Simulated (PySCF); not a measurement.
## [Er(H2O)2]3+ at several levels of theory

Computed with PySCF 2.14.0 (density fitting, no spin-orbit coupling) at the geometry relaxed with TPSS:

```xyz
7
[Er(H2O)2]3+ (singlet in the valence; each metal's 4f electrons, 11 of them, lie in its core potential, out of spins and levels)
Er    1.0279   -0.1329    0.0054
O    -0.1675    0.0767    1.8298
H     0.1304    0.4289    2.7237
H    -1.1259   -0.1727    1.9994
O    -0.1636   -0.0421   -1.8314
H     0.1319   -0.2579   -2.7689
H    -1.1217    0.2320   -1.9579
```

```json
{"level": "TPSS", "basis": "Er lcecp-1-SVP with ECP57, O def2-SVP, H def2-SVP", "state": "singlet", "HOMO (eV)": "-25.03", "gap (eV)": "5.64", "charge on Er1 (e)": "2.15", "population of f-type functions on Er1 (polarisation alone where 4f lies in the core)": "0.03", "dipole about the centre of mass (D)": "3.39", "largest force component (eV/Å)": "0.02"}
{"level": "revPBE", "basis": "the same", "state": "singlet", "HOMO (eV)": "-24.92", "gap (eV)": "5.31", "charge on Er1 (e)": "2.11", "population of f-type functions on Er1 (polarisation alone where 4f lies in the core)": "0.03", "dipole about the centre of mass (D)": "3.46", "largest force component (eV/Å)": "0.15"}
{"level": "CAM-B3LYP", "basis": "the same", "state": "singlet", "HOMO (eV)": "-28.22", "gap (eV)": "10.38", "charge on Er1 (e)": "2.19", "population of f-type functions on Er1 (polarisation alone where 4f lies in the core)": "0.03", "dipole about the centre of mass (D)": "3.15", "largest force component (eV/Å)": "0.31"}
{"level": "PBE", "basis": "the same", "state": "singlet", "HOMO (eV)": "-24.98", "gap (eV)": "5.31", "charge on Er1 (e)": "2.10", "population of f-type functions on Er1 (polarisation alone where 4f lies in the core)": "0.03", "dipole about the centre of mass (D)": "3.51", "largest force component (eV/Å)": "0.11"}
{"level": "TPSS", "basis": "Er lcecp-1-TZVP with ECP57, O def2-TZVP, H def2-TZVP", "state": "singlet", "HOMO (eV)": "-25.02", "gap (eV)": "5.68", "charge on Er1 (e)": "2.34", "population of f-type functions on Er1 (polarisation alone where 4f lies in the core)": "0.04", "dipole about the centre of mass (D)": "3.39", "largest force component (eV/Å)": "0.32"}
```

In the lcecp rows the 4f levels are missing from HOMO and gap, and the state counts the valence alone.

Charges are Mulliken's, which hang on the basis. The relaxation used the grid (50, 194), these runs (75, 302) or, all-electron (x2c bases, spin-free X2C Hamiltonian), (99, 590).

Question: What does B3LYP with Er lcecp-1-SVP with ECP57, O def2-SVP, H def2-SVP give here?

Answer: state singlet, HOMO (eV) -26.42, gap (eV) 7.29, charge on Er1 (e) 2.17, population of f-type functions on Er1 (polarisation alone where 4f lies in the core) 0.03, dipole about the centre of mass (D) 3.26, largest force component (eV/Å) 0.26. Time: 4.9 s on 2 threads of Arm Neoverse V1 (shared host), from an already converged density.

In the first row's basis the gap widens with exact exchange: 5.3 to 5.6 eV for revPBE, PBE, TPSS (none); 7.3 eV for B3LYP (a fixed share); 10.4 eV for CAM-B3LYP (rising or full at long range).

No frequency check is given that shows the relaxed geometry to be a minimum. An lcecp potential fixes the number of 4f electrons, so in runs with it no electron can move into or out of that shell.
